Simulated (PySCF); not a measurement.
A small calculation by hand: refractive index and permittivity of the vapour

FH6NOSi2, SMILES [SiH2](O)N[SiH2]F.

The structure is a stationary point at B3LYP-D3(BJ)/def2-SVP. The structure was generated by enumeration, and PubChem lists no compound with its InChIKey, so it may never have been made. Other conformers were not sampled.

ωB97X/def2-TZVP (PySCF) gives a mean static polarisability of 58.1 bohr³ and a dipole moment of 0.93 D. Take an ideal gas at 298.15 K and 0.1 bar, whether or not the substance is that volatile.

Task: Work out n − 1 in the optical limit and the static ε − 1.

Result: 
Polarisability volume α' = 58.1 × 0.148185 = 8.61 Å³. Number density N = p/kT = 2.43e-6 Å⁻³.
Dilute limit of Lorentz–Lorenz: n − 1 = 2π N α' = 0.00013.
Orientation term of Debye: μ²/(3kT) = 8.098 Å³ × μ²(D²) = 7.00 Å³.
ε − 1 = 4π N (α' + μ²/3kT) = 0.00048. Orientation of the dipole supplies 45 % of the static response; it can't follow optical fields. Vibrational polarisation and dispersion are left out.
